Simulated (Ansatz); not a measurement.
Start from `[SeH][InH2]` and change one atom or group to get `[Cl][InH][SeH]`.

Ansatz, PBE0-D4/def2-TZVP geometries, multiplicity 1. Each molecule was computed in one conformer, which needn't be the lowest.

Elements past krypton have def2 core potentials. Scalar relativity is left out up to krypton.

```json
{"property": "size of the dipole moment (ωB97M-V/def2-TZVPP) / D", "`[SeH][InH2]`": "1.50"}
{"property": "LUMO energy (B3LYP/def2-TZVPP) / eV", "`[SeH][InH2]`": "-1.99"}
{"property": "HOMO energy (PBE/def2-TZVPP) / eV", "`[SeH][InH2]`": "-6.04"}
{"property": "size of the dipole moment (B3LYP/def2-TZVPP) / D", "`[SeH][InH2]`": "1.32"}
{"property": "LUMO energy (PBE0/def2-TZVPP) / eV", "`[SeH][InH2]`": "-1.73"}
{"property": "LUMO energy (ωB97M-V/def2-TZVPP) / eV", "`[SeH][InH2]`": "-0.24"}
```

Question: What does the change do to each property? (Best estimate.)

Answer: Computed: 
| property | `[Cl][InH][SeH]` | shift |
| --- | --- | --- |
| size of the dipole moment (ωB97M-V/def2-TZVPP) / D | 2.82 | 1.32 |
| LUMO energy (B3LYP/def2-TZVPP) / eV | -1.97 | 0.02 |
| HOMO energy (PBE/def2-TZVPP) / eV | -6.40 | -0.36 |
| size of the dipole moment (B3LYP/def2-TZVPP) / D | 2.77 | 1.45 |
| LUMO energy (PBE0/def2-TZVPP) / eV | -1.72 | 0.01 |
| LUMO energy (ωB97M-V/def2-TZVPP) / eV | -0.18 | 0.06 |

Dipoles are sizes alone; their direction can turn.

B3LYP here is the variant with VWN-RPA as its local correlation; programs differ in this.

Spin–orbit coupling is left out; it splits and shifts lone-pair levels of the heavy atoms by tenths of an eV.
